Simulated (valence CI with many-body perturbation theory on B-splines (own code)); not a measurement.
## Level structure of Hf³³⁺

Level of theory: relativistic CI+MBPT: three valence electrons over a frozen Dirac-Fock core [Kr], a basis of 7 s, 7 p, 8 d, 6 f, 4 g, 1 h functions for each j, with the one-electron correlation potential Σ1 (screened to all orders), the two-electron term Σ2, the three-electron term Σ3, Breit, model QED; selected single and double excitations, second order for the rest, scaled by the run's own slope (own B-spline code, finite nucleus).

No measured spectrum was set against this ion. As an estimate, large intervals hold to a few tenths of a per cent, small ones and those within an open d or f shell to about a per cent. The list stops below the first excitations out of the core.

Levels 1 to 19 of 19, with energies above the lowest level, (4d3/2^3) J=3/2. "Leading %" is the weight of the configuration and term that name the level; weights of strongly mixed levels are sums over their largest components and can fall short. In the jj column 3d3/2^4 stands for four electrons in 3d with j = 3/2. Lifetimes count E1, E2, E3, M1 and M2 decay at the calculated energies, and are blank where another channel may lead or the interval is too uncertain; long ones can be off by a factor of two.

| No. | Configuration | Term | J | E (cm⁻¹) | Leading % | Second component | Lifetime | Leading jj |
| --- | --- | --- | --- | --- | --- | --- | --- | --- |
| 1 | 4d³ | ⁴F | 3/2 | 0 | 52 | 35 % 4d³ ²D |  | 4d3/2^3 (96 %) |
| 2 | 4d³ | ⁴F | 5/2 | 101750 | 85 | 13 % 4d³ ²D | 35.9 μs | 4d3/2^2 4d5/2 (98 %) |
| 3 | 4d³ | ⁴P | 3/2 | 120950 | 40 | 30 % 4d³ ²P | 42.9 μs | 4d3/2^2 4d5/2 (97 %) |
| 4 | 4d³ | ²G | 7/2 | 130650 | 45 | 41 % 4d³ ⁴F | 2.54 ms | 4d3/2^2 4d5/2 (93 %) |
| 5 | 4d³ | ²G | 9/2 | 134140 | 42 | 42 % 4d³ ²H | 2.91 s | 4d3/2^2 4d5/2 (98 %) |
| 6 | 4d³ | ⁴P | 1/2 | 135770 | 61 | 39 % 4d³ ²P | 114 μs | 4d3/2^2 4d5/2 (99 %) |
| 7 | 4d³ | ⁴P | 5/2 | 194990 | 49 | 32 % 4d³ ²D | 173 μs | 4d3/2^2 4d5/2 (87 %) |
| 8 | 4d³ | ⁴F | 7/2 | 232010 | 58 | 39 % 4d³ ²G | 17.7 μs | 4d3/2 4d5/2^2 (96 %) |
| 9 | 4d³ | ⁴F | 9/2 | 244370 | 53 | 43 % 4d³ ²H | 30.9 μs | 4d3/2 4d5/2^2 (95 %) |
| 10 | 4d³ | ⁴P | 3/2 | 257810 | 41 | 40 % 4d³ ²D | 13.6 μs | 4d3/2 4d5/2^2 (99 %) |
| 11 | 4d³ | ²P | 1/2 | 266170 | 60 | 39 % 4d³ ⁴P | 21.9 μs | 4d3/2 4d5/2^2 (99 %) |
| 12 | 4d³ | ²H | 11/2 | 273610 | 100 |  | 70.9 μs | 4d3/2 4d5/2^2 (100 %) |
| 13 | 4d³ | ²D | 5/2 | 274060 | 47 | 26 % 4d³ ⁴P | 29.4 μs | 4d3/2 4d5/2^2 (87 %) |
| 14 | 4d³ | ²D | 5/2 | 293280 | 44 | 40 % 4d³ ²F | 42.9 μs | 4d3/2 4d5/2^2 (96 %) |
| 15 | 4d³ | ²F | 7/2 | 299120 | 83 | 16 % 4d³ ²G | 52.9 μs | 4d3/2 4d5/2^2 (97 %) |
| 16 | 4d³ | ²D | 3/2 | 349160 | 64 | 28 % 4d³ ²P | 20.8 μs | 4d3/2 4d5/2^2 (83 %) |
| 17 | 4d³ | ²G | 9/2 | 372540 | 53 | 32 % 4d³ ⁴F | 14.0 μs | 4d5/2^3 (97 %) |
| 18 | 4d³ | ²D | 3/2 | 414860 | 59 | 30 % 4d³ ²P | 13.3 μs | 4d5/2^3 (84 %) |
| 19 | 4d³ | ²D | 5/2 | 444210 | 63 | 22 % 4d³ ²F | 9.45 μs | 4d5/2^3 (93 %) |

The ionisation energy to 4d² ³F2 of the next ion comes out as 1363.6 eV (NIST: 1362 ± 5 eV (theoretical)). All 19 levels together are meant to be complete up to 960560 cm⁻¹.
